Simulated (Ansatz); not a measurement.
Cost and result up the ladder for Te2Au3 (the lowest doublet isomer of a short search) (5 atoms). The state is a doublet with charge 0. Geometry: PBE-D4/def2-SVP.

```csv
atom,x (Å),y (Å),z (Å)
Au1,-0.110,0.135,1.776
Au2,0.670,-1.479,-0.743
Au3,-0.559,1.343,-1.034
Te4,1.921,0.842,0.055
Te5,-1.921,-0.842,-0.055
```

Ansatz on 4 threads of Intel Xeon Platinum 8259CL on a shared host. Times are rough, and most runs start from the orbitals of an earlier one. CAM-B3LYP-D4/def2-TZVP serves as the yardstick here, not as an exact answer. Differences are given only for rows in sets of like size (and for xTB, whose basis is part of the method), since another set adds its own error. Binding counts from free atoms at the same level (Au doublet, Te triplet; other spins of the atoms weren't run), without zero-point energy or a counterpoise term.

In the def2 sets Au, Te take a core potential; there is no spin–orbit coupling. Correlated methods freeze 8 core orbitals; core or outer-core shells of Au, Te are correlated, in sets that lack core-valence functions. No other spin state of charge 0 was run. The structure comes from a short search, and lower isomers may exist.

Correlated methods converge slowly with the basis.

```tsv
level	functions	wall time	binding energy per atom (eV)	difference from CAM-B3LYP-D4/def2-TZVP (eV)
PBE-D4/def2-SVP	148	4.3 s	1.93	–
LDA (SPW92)/def2-TZVP	220	5.5 s	2.50	0.84
PBE0-D4/def2-SVP	148	7.5 s	1.75	–
PBE-D4/def2-TZVP (with forces)	220	10 s	2.01	0.35
MP2/def2-TZVP	220	16 s	1.91	0.25
PBE0-D4/def2-TZVP	220	17 s	1.84	0.18
r2SCAN-D4/def2-TZVP	220	17 s	1.93	0.27
RPA@PBE/def2-TZVP	220	18 s	1.61	-0.05
B2PLYP/def2-TZVP	220	24 s	1.72	0.06
CAM-B3LYP-D4/def2-TZVP	220	25 s	1.66	0.00
```
